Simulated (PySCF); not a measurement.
Bond length, frequency and bond energy of AlTe by level of theory

State: ²Σ⁺ (doublet), unpaired electrons σ ↑. Set-up: Al x2c-SVPall, Te x2c-SVPall; spin-free X2C with a Gaussian nucleus (PySCF 2.14). De refers to Al + Te in their high-spin ground configurations, without counterpoise correction. The functionals are run spin-unrestricted. A positive dipole means Al(−)Te(+).

```csv
Level,Re (Å),ωe (cm⁻¹),De (eV),μ (D)
UHF,2.363,389,1.71,-3.65
UHF-MP2,2.350,458,2.95,n/a
UHF-SCS-MP2,2.358,444,2.74,n/a
UHF-CCSD,2.378,400,2.62,n/a
UHF-CCSD(T),2.380,407,2.81,n/a
PBE,2.383,397,3.41,-2.24
r²SCAN,2.362,416,3.33,-2.64
r²SCANh,2.357,419,3.26,-2.75
PBE0,2.362,410,3.21,-2.65
B97-3,2.371,402,3.11,-2.59
ωB97X,2.356,408,3.13,-2.75
B2PLYP,2.374,408,3.05,-2.96
```

(1) Which functional lies closest to UHF-CCSD(T) in De, which farthest, and by how much do they differ from it?

(2) What does the step from GGA to meta-GGA do here, going from PBE to r²SCAN?

(3) What does second-order correlation do here, going from UHF to UHF-MP2?

Correlated steps freeze 23 core orbitals. Correlated levels converge slowly with the basis: in double zeta they bind strong bonds too weakly, by up to about 1 eV, and carry superposition errors of some tenths. Spin–orbit coupling is left out, which matters for elements this heavy, above all for dissociation energies. B2PLYP dipoles, levels and charges come from its SCF part alone. The state is the lowest determinant that a PBE0 search found; another state may lie lower at other levels.

Results:

(1) Closest is B2PLYP (-0.6 pm in Re, +0.2 % in ωe, +0.24 eV in De against UHF-CCSD(T) in the same basis), farthest PBE (+0.3 pm in Re, -2.5 % in ωe, +0.60 eV in De). CCSD(T) converges more slowly with the basis than the functionals do and binds too weakly in this one, so the order can change at the basis-set limit.

(2) r²SCAN less PBE: -2.1 pm in Re, +4.8 % in ωe, -0.08 eV in De. 

(3) UHF-MP2 less UHF: -1.3 pm in Re, +17.7 % in ωe, +1.24 eV in De. Correlation nearly always deepens the well. The bond shortens, as in weak, metallic or heavy-atom bonds, where dispersion and the correlation of outer-core electrons pull the atoms together.
